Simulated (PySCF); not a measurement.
A geometry optimisation on `[O]=[V]([Cl])([Cl])[Cl]` (VOCl3).

Method: PBE0-D3(BJ)/def2-SVP geometry optimisation, gas phase (PySCF 2.14.0). Start geometry: GFN2-xTB. A driver script takes a list of jobs; this job's settings line and coordinates (Å) are shown.

Command:
```bash
OMP_NUM_THREADS=1 python probes_run.py task.json out
```

Input:
```
{"job": {"xc": "PBE0", "basis": "def2-SVP", "d3": "d3bj", "grid": 1, "shake": 0.01, "kind": "geom"}, "charge": 0, "multiplicity": 1}
O      0.045570    -0.038540     1.630100
V     -0.002520    -0.004890     0.105220
Cl    -0.975350    -1.621760    -0.591630
Cl     1.907170    -0.001680    -0.614810
Cl    -0.941290     1.632900    -0.566780
```

Output:
```
step   0  E = -2398.65092684  max force = 0.049735
step   1  E = -2398.66502956  max force = 0.017409
step   2  E = -2398.66605183  max force = 0.005027
step   3  E = -2398.66625703  max force = 0.002229
step   4  E = -2398.66626836  max force = 0.000472
step   5  E = -2398.66626366  max force = 0.004456
step   6  E = -2398.66624996  max force = 0.006021
step   7  E = -2398.66627499  max force = 0.003386
step   8  E = -2398.66629055  max force = 0.001341
step   9  E = -2398.66629652  max force = 0.000610
step  10  E = -2398.66629708  max force = 0.000692
optimisation converged
```

Energies in Eh; «max force» is the largest Cartesian gradient component in Eh/bohr.

Problem. At which steps does the energy rise by more than 1e-5 Eh?

Solution. At step 6 (+0.01 mEh).

Problem. How much energy does the optimisation release, in kcal/mol?

Solution. E(step 0) − E(last step) = 0.015370 Eh, which is 9.6 kcal/mol.

In short: final energy -2398.66630 Eh after 10 steps; dipole 0.48 D.

Problem. Give the final coordinates.

Solution. 0.103 Å rms from the input after alignment:
```
atom  x, y, z in Å
O1     0.0267   -0.0929    1.6061
V2     0.0048   -0.0083    0.0812
Cl3   -0.9955   -1.7306   -0.6652
Cl4    2.0176    0.0221   -0.5988
Cl5   -1.0201    1.7758   -0.4613
```

Hardware: an AMD EPYC 9R45 with one thread, shared host with 96 logical CPUs at a one-minute load of 48. Cost: 28 s wall, 0.43 GiB resident at most.
Labels such as C1 count atoms from 1, the log's own numbers from 0.
